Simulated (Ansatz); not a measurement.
This geometry of AlCl3 + H2 (6 atoms, charge 0, multiplicity 1) is a first-order saddle point.

All numbers below come from RKS B3LYP/cc-pVDZ (Ansatz).

```xyz
6
Properties=species:S:1:pos:R:3
Al 0.019 -0.443 -0.127
Cl 0.016 0.076 2.282
Cl 1.861 0.172 -0.972
Cl -1.849 0.103 -0.960
H 0.053 -1.925 0.614
H 0.044 -1.249 1.657
```

Problem. Which two structures does it join? (They come from a converged band through this point; their orientation in space is the band's.)

Solution. Bonds broken: Al1–Cl2, H5–H6. Bonds formed: Al1–H5, Cl2–H6. AlCl3 + H2 becomes AlCl3H2.

First end point:

```xyz
6
Properties=species:S:1:pos:R:3
Al 0.007 0.176 0.209
Cl -0.003 0.820 2.223
Cl 1.832 0.052 -0.847
Cl -1.817 -0.033 -0.836
H 0.075 -2.246 0.506
H 0.050 -2.033 1.240
```

Last end point:

```xyz
6
Properties=species:S:1:pos:R:3
Al 0.027 -0.613 -0.425
Cl 0.016 -0.005 2.259
Cl 1.822 0.422 -0.945
Cl -1.821 0.324 -0.942
H 0.068 -2.150 -0.106
H 0.031 -1.245 2.655
```

Problem. How far does it lie above each of them?

Solution. 1.35 eV above the first and 0.32 eV above the second. This is the barrier of this one path; another mechanism may lie lower. The orbitals stay closed-shell, which can raise the energy where a bond breaks towards radicals; this wasn't checked here.

Run time: 72 s on 2 threads of Intel(R) Xeon(R) CPU @ 2.60GHz (Ice Lake), on a shared host, peak memory 0.21 GiB.
